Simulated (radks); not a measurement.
I3+, 50 electrons, occupied as [Kr] 4d9.75 5s2 5p2 5d0.25 (fractional occupations, a model configuration).

Calculated with a radial shooting solver on a logarithmic mesh with Libxc functionals: scalar-relativistic Kohn-Sham, PBEsol, spin-unpolarised, spherical densities, finite nucleus; Fermi nuclear charge, rms radius 4.75 fm.

Energy parts (hartree):
part                        energy
total                  -7110.38251
kinetic                 7462.62002
electron-nucleus      -17143.70034
Hartree                 2747.54565
exchange-correlation    -176.84784

Orbitals (lengths in bohr, moments of r in powers of bohr):
1s: occ. 2; eigenvalue (hartree) -1212.812; <1/r> 56.81
2s: occ. 2; eigenvalue (hartree) -188.5175; <1/r> 13.02
2p: occ. 6; eigenvalue (hartree) -169.3746; <1/r> 12.45
3s: occ. 2; eigenvalue (hartree) -39.08873; <1/r> 4.665
3p: occ. 6; eigenvalue (hartree) -32.88470; <1/r> 4.436
3d: occ. 10; eigenvalue (hartree) -23.58485; <1/r> 4.199
4s: occ. 2; eigenvalue (hartree) -7.91724; <1/r> 1.891
4p: occ. 6; eigenvalue (hartree) -5.96707; <1/r> 1.733
4d: occ. 9.75; eigenvalue (hartree) -3.11717; <1/r> 1.455
4f: occ. 0; eigenvalue (hartree) -0.52390; <1/r> 0.6106
5s: occ. 2; eigenvalue (hartree) -1.75358; <1/r> 0.7222
5p: occ. 2; eigenvalue (hartree) -1.29728; <1/r> 0.6200
5d: occ. 0.25; eigenvalue (hartree) -0.72041; <1/r> 0.4468
6s: occ. 0; eigenvalue (hartree) -0.65292; <1/r> 0.3341
6p: occ. 0; eigenvalue (hartree) -0.51980; <1/r> 0.2888

The highest occupied level is 5d at -19.603 eV. Summed over all electrons, <r^2> = 36.36 bohr^2, which gives a Langevin (diamagnetic) susceptibility term of -28.8 x 10^-6 cm^3/mol.
